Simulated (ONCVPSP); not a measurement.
# Plane-wave convergence, ONCV potential for neon (Ne)

ONCVPSP 4.0.1 input, shortened (lines: element, Z, core and valence counts, functional; n l f; lmax; l rc ep ncon nbas qcut; lloc lpopt rc5 dvloc0; l nproj debl; icmod fcfact rcfact), PBE, scalar-relativistic:

```
  Ne 10.00    1    2        4      upf
    1    0    2.00
    2    0    2.00
    2    1    5.50
    2
    0    0.50    0.00    3    6   12.10
    1    1.30    0.00    4    8    8.90
    2    1.25    0.07    4    9    7.90
    4    5    0.40    0.00
    0    2    0.50
    1    1    0.90
    2    2    0.60
    2    0.60    0.80
```

In the s channel the program set the typed energies aside and used -1.675, 0.250 Ha.

Task: For each optimised wave give the share of its norm inside rc, the residual kinetic energy above qcut (Ha) and the cutoffs (Ha) for errors of 10, 1, 0.1 and 0.01 mHa per electron.

Result:

| wave | norm inside rc | residual KE | 10 mHa | 1 mHa | 0.1 mHa | 0.01 mHa |
| --- | --- | --- | --- | --- | --- | --- |
| 2s | 0.143 | 7.4e-04 | 51.5 | 70.8 | 231.0 | not reached |
| s projector 2 | 0.019 | 4.3e-04 | 32.1 | 56.8 | 250.4 | 507.3 |
| 2p | 0.805 | 2.0e-04 | 28.8 | 35.1 | 53.1 | 121.5 |
| d projector 1 | 0.001 | 1.4e-07 | 0.5 | 1.6 | 6.6 | 15.7 |
| d projector 2 | 0.015 | 5.2e-06 | 4.0 | 11.8 | 21.3 | 29.2 |

The occupied waves need 71 Ha and 231 Ha for 1 and 0.1 mHa. Rows with under 1 % of the norm inside rc give no meaningful cutoff. Its largest configuration-test error is +974 meV.
